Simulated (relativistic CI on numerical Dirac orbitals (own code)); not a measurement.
# Hyperfine structure of Si6+, mass number 29

Calculated at this level of theory: Dirac-Coulomb-Breit CI, orbitals from a KLI potential per configuration, model QED, unscaled Slater integrals (own radial code, finite nucleus).

Configurations in the expansion (outside the closed core 1s2): 2s2 2p4, 2s 2p5, 2p6, 2s2 2p3 3s, 2s2 2p3 3p, 2s2 2p3 3d, 2p5 3s, 2p5 3p, 2s 2p4 3s, 2p5 3d, 2s2 2p3 4s, 2s 2p4 3p, 2s2 2p3 4p, 2s2 2p3 4d, 2s2 2p3 4f, 2s 2p4 3d. Levels of other configurations are missing.

Nuclear spin I = 1/2, μ = -0.55505 μN (tables of Stone and Pyykkö). The electronic factors are computed for point nuclear moments, without core polarisation or the Bohr-Weisskopf and QED corrections.

| Level | E (eV) | A (MHz) |
| --- | --- | --- |
| 2s2 2p4 3P_2 | 0.000 | -3735 |
| 2s2 2p4 3P_1 | 0.496 | -154 |
| 2s2 2p4 1D_2 | 6.102 | -6209 |
| 2s 2p5 3P°_2 | 45.832 | -17130 |
| 2s 2p5 3P°_1 | 46.278 | -20000 |
| 2s 2p5 1P°_1 | 64.764 | -6775 |
| 2s2 2p3 3s 5S°_2 | 141.639 | -3039 |
| 2s2 2p3 3s 3S°_1 | 144.620 | 2672 |

Levels with J = 0, under 50 % of one LS term, or S terms without an open s electron are left out. Small factors come from cancelling terms and can be off by tens of per cent or more.

At this charge configurations can still be misplaced by up to about 7 % of their energy. 37 of the 37 excited levels that our extract of the measured tables holds in this range could be paired (the sources list more); they are missed by 5548 cm⁻¹ on average and 31733 at most, and levels without a partner can miss by more.

Problem. Give the hyperfine levels of 2s2 2p4 3P_2 relative to its centre of gravity.

Solution. With K = F(F + 1) − I(I + 1) − J(J + 1), E = AK/2: F = 3/2: 5602, F = 5/2: -3735 MHz.
